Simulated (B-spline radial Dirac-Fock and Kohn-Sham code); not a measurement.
**Core-hole lifetimes of S²⁻**

System: sulfur as S²⁻, configuration [Ne] 3s2 3p6, inside a Watson sphere of charge +2 and radius 1.84 Å (a model of the Madelung potential; inside it an electron's potential energy is lowered by 15.7 eV).

The run's input, task.json:

```json
{"items": [{
  "Z": 16,
  "q": -2,
  "cfg": [[1, 0, 2], [2, 0, 2], [2, 1, 6], [3, 0, 2], [3, 1, 6]],
  "A": 32,
  "rrms": 3.2611,
  "watson": [2, 1.84],
  "do": ["binding", "quiet", "decay"],
  "holes": ["K", "L1", "L2", "L3", "M1", "M2", "M3"]
}]}
```

Command: `python xray_run.py task.json out`

Calculated with a radial finite-basis atomic code, using independent-particle rates on relativistic LDA orbitals of the hole state (multipoles up to L = 3, Coulomb Auger matrix elements, transition energies from Dirac-Fock).

Partial widths are in eV. Coster-Kronig decay leaves a hole in the same principal shell; its rates are the weakest part of the model, often 1.5 to 2.5 times too large and more for N holes. Holes without an open Auger channel, or with an unreliable SCF state, are not listed.

| hole | radiative | Auger | Coster-Kronig | total | fluorescence yield | lifetime (fs) |
| --- | --- | --- | --- | --- | --- | --- |
| K | 0.0436 | 0.502 | 0 | 0.545 | 0.0799 | 1.21 |
| L1 | 0.000132 | 0.0819 | 1.98 | 2.06 | ? | ? |
| L2 | 9.99e-06 | 0.0962 | 0 | 0.0962 | 0.000104 | 6.84 |
| L3 | 1.01e-05 | 0.0965 | 0 | 0.0965 | 0.000105 | 6.82 |

Question: What are the fluorescence yield and the lifetime of the L1 hole?

Answer: The yield is the radiative width over the total, 6.39e-05, and the lifetime is ħ/Γ = 0.319 fs.
